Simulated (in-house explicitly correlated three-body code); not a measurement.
Computed with an exponentially correlated three-body code. Model: two electrons around a point charge, non-relativistic, variational in 260 exponentially correlated functions (energies converged to about 1e-7 hartree, or 1e-8 relative for large Z).

Command:
```bash
python run_hyl.py task.json out
```
Settings (lengths in bohr, energies in hartree):
```
Z                      3
nuclear_mass           10
interaction_strength   1
functions              260
states_tried           13
```

Cost of the run: 41 s on 1 thread of Arm Neoverse V1, with other jobs on the host.

**Those bound S and P states to n = 4 that converged, binding against the one-electron ion.**

Given: nuclear charge 3; mass of the centre 10 electron masses.

Computed: one-electron threshold -4.09090909 hartree.

```json
{"term": "1 1S", "energy (hartree)": "-6.60371354", "binding (eV)": "68.377"}
{"term": "2 3S", "energy (hartree)": "-4.64601575", "binding (eV)": "15.105"}
{"term": "2 3P", "energy (hartree)": "?", "binding (eV)": "?"}
{"term": "2 1S", "energy (hartree)": "-4.58477415", "binding (eV)": "13.439"}
{"term": "2 1P", "energy (hartree)": "-4.52346641", "binding (eV)": "11.77"}
{"term": "3 3S", "energy (hartree)": "?", "binding (eV)": "?"}
{"term": "3 3P", "energy (hartree)": "-4.30873447", "binding (eV)": "5.9273"}
{"term": "3 1S", "energy (hartree)": "-4.30460977", "binding (eV)": "5.8151"}
{"term": "3 1P", "energy (hartree)": "-4.28679184", "binding (eV)": "5.3302"}
{"term": "4 3S", "energy (hartree)": "-4.21612622", "binding (eV)": "3.4073"}
{"term": "4 1S", "energy (hartree)": "-4.20963517", "binding (eV)": "3.2307"}
```

Task: What belongs in the row 2 3P?

Result: energy (hartree): -4.60195575; binding (eV): 13.906.

Task: What belongs in the row 3 3S?

Result: energy (hartree): -4.32074937; binding (eV): 6.2543.

**Converged states only, values per electron or pair.**

| term | mean r (bohr) | mean r squared (bohr²) | mean inverse r (1/bohr) | mean r12 (bohr) | mean inverse r12 (1/bohr) | mean cosine | mean p1 dot p2 (bohr⁻²) | delta r1 (bohr⁻³) | delta r12 (bohr⁻³) |
| --- | --- | --- | --- | --- | --- | --- | --- | --- | --- |
| 1 1S | 0.63089 | 0.5417 | 2.4419 | 0.93405 | 1.4442 | -0.010449 | 0.049626 | 5.1459 | 0.40883 |
| 2 3S | 1.6434 | 4.5652 | 1.6189 | 2.807 | 0.42117 | 0.0032612 | -0.012528 | 3.4302 | - |
| 2 3P | ? | ? | ? | ? | ? | ? | ? | ? | - |
| 2 1S | ? | ? | ? | ? | ? | ? | ? | ? | ? |
| 2 1P | 1.7429 | 5.3277 | 1.5783 | 2.9801 | 0.42262 | 0.019732 | 0.11481 | 3.2515 | 0.0051659 |
| 3 3S | 3.5486 | 24.539 | 1.4728 | 6.5752 | 0.19501 | 0.0030229 | -0.017668 | 3.283 | - |
| 3 3P | 3.453 | 23.492 | 1.4715 | 6.3901 | 0.2114 | -0.0085636 | -0.10197 | 3.2146 | - |
| 3 1S | 3.7883 | 28.241 | 1.468 | 7.0509 | 0.19854 | 0.00059075 | -0.029339 | 3.2764 | 0.014969 |
| 3 1P | 3.8318 | 29.299 | 1.4613 | 7.1343 | 0.19421 | 0.0082939 | 0.025718 | 3.2343 | 0.0018795 |
| 4 3S | 6.2722 | 81.12 | 1.4239 | 12.009 | 0.11131 | 0.0022378 | -0.012639 | 3.2505 | - |
| 4 1S | 6.5944 | 90.063 | 1.422 | 12.652 | 0.11257 | 0.0012025 | -0.017126 | 3.2483 | 0.0062435 |

Task: What belongs in the row 2 3P?

Result: mean r (bohr): 1.4729; mean r squared (bohr²): 3.6875; mean inverse r (1/bohr): 1.6167; mean r12 (bohr): 2.4953; mean inverse r12 (1/bohr): 0.49626; mean cosine: -0.047974; mean p1 dot p2 (bohr⁻²): -0.37889; delta r1 (bohr⁻³): 3.1602.

Task: What belongs in the row 2 1S?

Result: mean r (bohr): 1.8015; mean r squared (bohr²): 5.6317; mean inverse r (1/bohr): 1.6011; mean r12 (bohr): 3.1089; mean inverse r12 (1/bohr): 0.43721; mean cosine: -0.0051415; mean p1 dot p2 (bohr⁻²): -0.061574; delta r1 (bohr⁻³): 3.3969; delta r12 (bohr⁻³): 0.051234.
